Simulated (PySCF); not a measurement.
Predicted microwave data (PySCF 2.14.0, PBE0-D3(BJ)/def2-SVP geometry optimisation, gas phase) for one isomer of C4H12OSi:

```
Rotational constants : A = 3074, B = 2021, C = 2017 MHz
Dipole components    : |μa| = 0.09 D, |μb| = 1.09 D, |μc| = 0.20 D
Inertial defect      : -163.92 u·Å²
κ                    : -0.99
```

Task: Which candidate fits, each taken in the one conformer that was computed?
A. `[SiH2](C)OC(C)C` (SiH2Me(OiPr))
B. `[CH3:1][O:2][CH2:3][C@H:4]([CH3:5])[SiH3:6]` with C1–O2–C3–C4 179°, O2–C3–C4–C5 72°
C. `[CH3:1][CH2:2][CH2:3][CH2:4][O:5][SiH3:6]` with C1–C2–C3–C4 177°, C2–C3–C4–O5 -62°, C3–C4–O5–Si6 172°
D. Si(OMe)Me3 (`CO[Si](C)(C)C`)

Result: D. It is CO[Si](C)(C)C. The candidates at the same level (rigid rotor, commonest isotopes):

```csv
SMILES,A (MHz),B (MHz),C (MHz),μa (D),μb (D),μc (D),Δ (u·Å²),point group,rotor
CCCCO[SiH3],8132,1038,972.1,0.14,0.72,0.55,-28.97,C1,near-prolate asymmetric top
COC[C@H](C)[SiH3],3901,1787,1429,1.30,0.87,0.97,-58.58,C1,asymmetric top
CO[Si](C)(C)C,3074,2021,2017,0.09,1.09,0.20,-163.92,–,–
[H][Si]([H])(C)OC(C)C,5717,1435,1239,0.20,0.04,0.34,-32.58,C1,near-prolate asymmetric top
```

`COC[C@H](C)[SiH3]` has C 29 % too low; `CCCCO[SiH3]` has A 165 % too high; `[H][Si]([H])(C)OC(C)C` has A 86 % too high. No structure here is proved a minimum.
